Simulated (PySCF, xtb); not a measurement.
Si(I)2(OH)2 (H₂I₂O₂Si), SMILES O[Si](O)(I)I.

GFN2-xTB (xtb) at its own geometry gives an orbital gap of 5.66 eV and a dipole moment of 6.20 D.

Geometry: PBE-D3(BJ)/def2-SVP. This is a generated structure with no PubChem entry under its InChIKey; it may be hypothetical. The def2 effective core potentials stand for the cores of I; spin–orbit coupling is left out. One conformer was computed; it need not be the lowest.

Task: What does PBE/def2-TZVP run with PySCF give? (An estimate is asked for; the answer gives what the named calculation found.)

Result: gap 4.41 eV (levels -6.58 and -2.17 eV), dipole 1.35 D.
